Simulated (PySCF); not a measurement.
H₂S₂, SMILES SS. Atoms are numbered in the order given.

```xyz
4

S      1.0207     0.0678     0.0551
S     -1.0207    -0.0678     0.0551
H      1.2846    -0.8625    -0.8821
H     -1.2846     0.8625    -0.8821
```

Coordinates come from a PBE0-D3(BJ)/def2-TZVP optimisation.

All values below come from r2SCAN/def2-TZVPD (PySCF).

Isolated molecule, no solvent.

* **total energy**: -797.55508 hartree
* **point group**: C2
* **highest occupied level**: -6.61 eV
* **lowest empty level**: -1.81 eV
* **orbital gap**: 4.80 eV
* **dipole moment**: 1.16 D
* **quadrupole, principal values (traceless, Buckingham form, about the centre of nuclear charge)**: -2.80, -0.59, 3.39 D·Å
* **mean static polarisability**: 44.6 bohr³ (6.61 Å³)
* **polarisability, principal values**: 38.5, 38.6, 56.9 bohr³
